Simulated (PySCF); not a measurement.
Isomers of C5H7NO2, one GFN2-xTB conformer each. Single-point energies are computed at PBE0/pcSseg-1 (PySCF, gas phase, no added dispersion term), electronic only.

Question: Rank them by PBE0/pcSseg-1 energy, lowest first (kJ/mol).
A. `[CH3:1][O:2][C@H:3]([C:4]#[N:5])[CH2:6][CH:7]=[O:8]` with C1–O2–C3–C4 -66°, O2–C3–C6–C7 -160°, C3–C6–C7–O8 7°
B. `[CH2:1]=[CH:2][O:3]/[CH:4]=[CH:5]\[C:6]([NH2:7])=[O:8]` with C1–C2–O3–C4 180°, C2–O3–C4–C5 180°, C4–C5–C6–N7 -1°, C5–C6–N7–H 179° and 1°
C. `[O:1]=[CH:2][NH:3][C:4]1=[CH:5][CH2:6][O:7][CH2:8]1` with O1–C2–N3–C4 0°, C2–N3–C4–C5 180°

Answer: C (0.0), B (30.1), A (82.1).

As drawn, the lowest has an N–H bond, a C(=O)–N unit and a C=C bond outside aromatic rings, which the highest lacks; the highest has a C≡N group, which the lowest lacks. GFN2-xTB itself gives, in the same order: 0.0, 82.0, 150.5. Both levels put the same isomer lowest; measured from each level's own lowest isomer, the values differ by up to 68.4 kJ/mol (CO[C@H](C#N)CC=O: 150.5 against 82.1).

Question: Which frontier levels, dipoles and rotational constants go with these structures?

Answer: 
| SMILES | HOMO (eV, PBE0/pcSseg-1) | LUMO (eV) | dipole (D) | A, B, C (MHz) |
| --- | --- | --- | --- | --- |
| O=CNC1=CCOC1 | -6.44 | -0.40 | 4.72 | 5233, 1417, 1131 |
| C=CO/C=C\C(N)=O | -7.05 | -0.88 | 5.29 | 6168, 1002, 862.0 |
| CO[C@H](C#N)CC=O | -8.05 | -1.11 | 3.94 | 3075, 1430, 1131 |
